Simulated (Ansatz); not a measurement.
The cluster Zn₃O₃. The state is a singlet with charge 0. Geometry r2SCAN-D4/def2-SVP; atoms count from 1.

Cartesian coordinates in Å:
```
Zn -0.816 2.441 2.747
Zn 0.220 -1.798 -1.419
Zn 0.360 0.726 0.403
O -0.247 2.238 1.066
O -0.576 -2.913 -2.469
O 1.059 -0.694 -0.328
```

The restricted singlet is unstable towards broken spin symmetry in Hartree–Fock (as tested in another run); at PBE0-D4/def2-TZVP this wasn't settled. The geometry of the singlet was relaxed on an unsound state (an occupied level 0.23 eV above an empty one). Another isomer (singlet) lies 3.91 eV lower at PBE0-D4/def2-TZVP; other spin states weren't run for this one.

Q: Estimate the Mulliken populations from the PBE0/def2-TZVP orbitals of Ansatz.

A: 
```csv
atom,charge (e),d electrons
Zn1,0.53,10.02
Zn2,0.51,10.02
Zn3,0.65,10.03
O4,-0.60,–
O5,-0.50,–
O6,-0.59,–
```
Mulliken values and Mayer orders depend strongly on the basis.

Q: And the Mayer bond orders between bonded heavy atoms (over 0.3)?

A: Zn1–O4 0.97 (1.79 Å); Zn2–O5 1.29 (1.72 Å); Zn2–O6 0.89 (1.76 Å); Zn3–O4 0.91 (1.76 Å); Zn3–O6 1.05 (1.74 Å). Values over 0.3 also appear between atoms too far apart for a bond (Zn1–O5 0.62 at 7.48 Å); they arise where an orbital or an unpaired electron spreads over both atoms.
